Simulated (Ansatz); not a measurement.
This Ansatz (an electronic-structure program) input (wB97M-V/6-311G**) gives -0.49411 Eh with 6 basis functions. A basis named .json is the Basis Set Exchange file of that set (core-valence sets with the plain set on hydrogen).

Ansatz 0.2 input:
```yaml
crystal:
  periodic: [false, false, false]
  atoms:
    - {symbol: H, position_ang: [0.00000000, 0.00000000, 0.00000000]}
basis:
  gaussian:
    orbitals: 6-311G__.json
hamiltonian:
  xc: {name: wB97M-V}
magnetization: {spin_polarized: true, initial_magnetization: 1}
scf: {lower_state_search: full}
```

Change:
```diff
- orbitals: 6-311G__.json
+ orbitals: def2-QZVPP.json
```

Problem. What does the run give now?

Solution. -0.49459 Eh (wB97M-V/def2-QZVPP, 30 functions), a change of -0.48 mEh.
